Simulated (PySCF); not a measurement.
neopentane (C5H12), singlet, geometry from GFN2-xTB; CCSD/STO-3G (PySCF).

The PySCF input:
```python
from pyscf import gto, scf, cc

mol = gto.M(
    atom='''
C    -0.342155   -0.440932    1.424642
C     0.000000   -0.000000    0.000000
C     0.140297    1.523020   -0.042687
C    -1.116514   -0.436182   -0.950914
C     1.318372   -0.645907   -0.431040
H    -1.277917    0.008553    1.749940
H    -0.446243   -1.522623    1.475778
H     0.441015   -0.139505    2.116951
H     0.383913    1.856752   -1.049057
H    -0.788353    2.001456    0.260981
H     0.930579    1.853398    0.627991
H    -2.063690    0.013373   -0.660635
H    -1.232017   -1.517803   -0.934797
H    -0.891425   -0.131331   -1.970672
H     1.238762   -1.730619   -0.407259
H     2.126021   -0.347501    0.233913
H     1.579354   -0.344148   -1.443135
''',
    basis='sto-3g',
    charge=0,
    spin=0,
    verbose=4,
)

mf = scf.RHF(mol)
mf.kernel()

mycc = cc.CCSD(mf)
mycc.kernel()
print('E(CCSD) = %.10f' % mycc.e_tot)
```

Q: Write the output that PySCF gives for this input, abridged.

A: 
```
PySCF version 2.14.0

[INPUT] verbose = 4
[INPUT] num. atoms = 17
[INPUT] num. electrons = 42
[INPUT] charge = 0
[INPUT] spin (= nelec alpha-beta = 2S) = 0
[INPUT] symmetry False subgroup None
[INPUT] Mole.unit = angstrom
[INPUT] Symbol           X                Y                Z      unit          X                Y                Z       unit  Magmom
[INPUT]  1 C     -0.342155000000  -0.440932000000   1.424642000000 AA   -0.646579242151  -0.833240719557   2.692183205553 Bohr   0.0
[INPUT]  2 C      0.000000000000   0.000000000000   0.000000000000 AA    0.000000000000   0.000000000000   0.000000000000 Bohr   0.0
[INPUT]  3 C      0.140297000000   1.523020000000  -0.042687000000 AA    0.265122906098   2.878090682235  -0.080666739079 Bohr   0.0
[INPUT]  4 C     -1.116514000000  -0.436182000000  -0.950914000000 AA   -2.109905674243  -0.824264520465  -1.796967028015 Bohr   0.0
[INPUT]  5 C      1.318372000000  -0.645907000000  -0.431040000000 AA    2.491362010295  -1.220587331939  -0.814547548733 Bohr   0.0
[INPUT]  6 H     -1.277917000000   0.008553000000   1.749940000000 AA   -2.414913139926   0.016162827543   3.306907334421 Bohr   0.0
[INPUT]  7 H     -0.446243000000  -1.522623000000   1.475778000000 AA   -0.843277055004  -2.877340460964   2.788816240658 Bohr   0.0
[INPUT]  8 H      0.441015000000  -0.139505000000   2.116951000000 AA    0.833397566825  -0.263626243007   4.000457609124 Bohr   0.0
[INPUT]  9 H      0.383913000000   1.856752000000  -1.049057000000 AA    0.725490425660   3.508752761238  -1.982430419058 Bohr   0.0
[INPUT] 10 H     -0.788353000000   2.001456000000   0.260981000000 AA   -1.489771259479   3.782203690367   0.493182613715 Bohr   0.0
[INPUT] 11 H      0.930579000000   1.853398000000   0.627991000000 AA    1.758539447272   3.502414619817   1.186730998692 Bohr   0.0
[INPUT] 12 H     -2.063690000000   0.013373000000  -0.660635000000 AA   -3.899808906004   0.025271307464  -1.248419218302 Bohr   0.0
[INPUT] 13 H     -1.232017000000  -1.517803000000  -0.934797000000 AA   -2.328174710808  -2.868231981043  -1.766510312065 Bohr   0.0
[INPUT] 14 H     -0.891425000000  -0.131331000000  -1.970672000000 AA   -1.684549110590  -0.248179621665  -3.724030361349 Bohr   0.0
[INPUT] 15 H      1.238762000000  -1.730619000000  -0.407259000000 AA    2.340920913518  -3.270395935969  -0.769607971764 Bohr   0.0
[INPUT] 16 H      2.126021000000  -0.347501000000   0.233913000000 AA    4.017597425074  -0.656681718012   0.442031506975 Bohr   0.0
[INPUT] 17 H      1.579354000000  -0.344148000000  -1.443135000000 AA    2.984546513736  -0.650345466317  -2.727129910774 Bohr   0.0

nuclear repulsion = 199.27094055107
number of shells = 27
number of NR pGTOs = 111
number of NR cGTOs = 37
basis = sto-3g
ecp = {}

******** <class 'pyscf.scf.hf.RHF'> ********
method = RHF
initial guess = minao
damping factor = 0
level_shift factor = 0
DIIS = <class 'pyscf.scf.diis.CDIIS'>
diis_start_cycle = 1
diis_space = 8
diis_damp = 0
SCF conv_tol = 1e-09
SCF conv_tol_grad = None
SCF max_cycles = 50
direct_scf = True
direct_scf_tol = 1e-13
Set gradient conv threshold to 3.16228e-05
Initial guess from minao.
init E= -194.772431864149
  HOMO = -0.303982591396832  LUMO = 0.476102655932402  gap/eV = 21.22720
cycle= 1 E= -194.022210857799  delta_E= 0.75  |g|= 0.231  |ddm|= 4.54
  HOMO = -0.404844352397562  LUMO = 0.604589663348736  gap/eV = 27.46810
cycle= 2 E= -194.044119400759  delta_E= -0.0219  |g|= 0.0551  |ddm|= 0.421
  HOMO = -0.413427384688321  LUMO = 0.601178369123572  gap/eV = 27.60883
cycle= 3 E= -194.045479686405  delta_E= -0.00136  |g|= 0.00656  |ddm|= 0.122
  HOMO = -0.411881696880174  LUMO = 0.602912646693829  gap/eV = 27.61396
cycle= 4 E= -194.045492839131  delta_E= -1.32e-05  |g|= 0.000572  |ddm|= 0.00975
  HOMO = -0.411682030906579  LUMO = 0.603017658757524  gap/eV = 27.61138
cycle= 5 E= -194.045492971762  delta_E= -1.33e-07  |g|= 9.05e-05  |ddm|= 0.00104
  HOMO = -0.411744724479796  LUMO = 0.602957685178134  gap/eV = 27.61146
cycle= 6 E= -194.045492974683  delta_E= -2.92e-09  |g|= 1.02e-05  |ddm|= 0.000124
  HOMO = -0.411742156778594  LUMO = 0.602960294787127  gap/eV = 27.61146
cycle= 7 E= -194.045492974735  delta_E= -5.2e-11  |g|= 9.02e-07  |ddm|= 2.21e-05
  HOMO = -0.411741999466713  LUMO = 0.602960237387972  gap/eV = 27.61145
Extra cycle  E= -194.045492974735  delta_E= -6.25e-13  |g|= 2.01e-07  |ddm|= 1.34e-06
converged SCF energy = -194.045492974735

******** <class 'pyscf.cc.ccsd.CCSD'> ********
CC2 = 0
CCSD nocc = 21, nmo = 37
max_cycle = 50
direct = 0
conv_tol = 1e-07
conv_tol_normt = 1e-05
diis_space = 6
diis_start_cycle = 0
diis_start_energy_diff = 1e+09
Init t2, MP2 energy = -194.30806680419  E_corr(MP2) -0.262573829454723
Init E_corr(CCSD) = -0.262573829454739
cycle = 1  E_corr(CCSD) = -0.32040462843626  dE = -0.057830799  norm(t1,t2) = 0.0607698
cycle = 2  E_corr(CCSD) = -0.337843421598843  dE = -0.0174387932  norm(t1,t2) = 0.0217259
cycle = 3  E_corr(CCSD) = -0.347960148261125  dE = -0.0101167267  norm(t1,t2) = 0.00881454
cycle = 4  E_corr(CCSD) = -0.348261715872987  dE = -0.000301567612  norm(t1,t2) = 0.00119813
cycle = 5  E_corr(CCSD) = -0.348235536253695  dE = 2.61796193e-05  norm(t1,t2) = 0.000230831
cycle = 6  E_corr(CCSD) = -0.348237488434217  dE = -1.95218052e-06  norm(t1,t2) = 5.06801e-05
cycle = 7  E_corr(CCSD) = -0.34823744071455  dE = 4.77196673e-08  norm(t1,t2) = 1.46517e-05
cycle = 8  E_corr(CCSD) = -0.348237469387282  dE = -2.86727319e-08  norm(t1,t2) = 4.97065e-06
CCSD converged
E(CCSD) = -194.3937304441227  E_corr = -0.3482374693872817
E(CCSD) = -194.3937304441
```
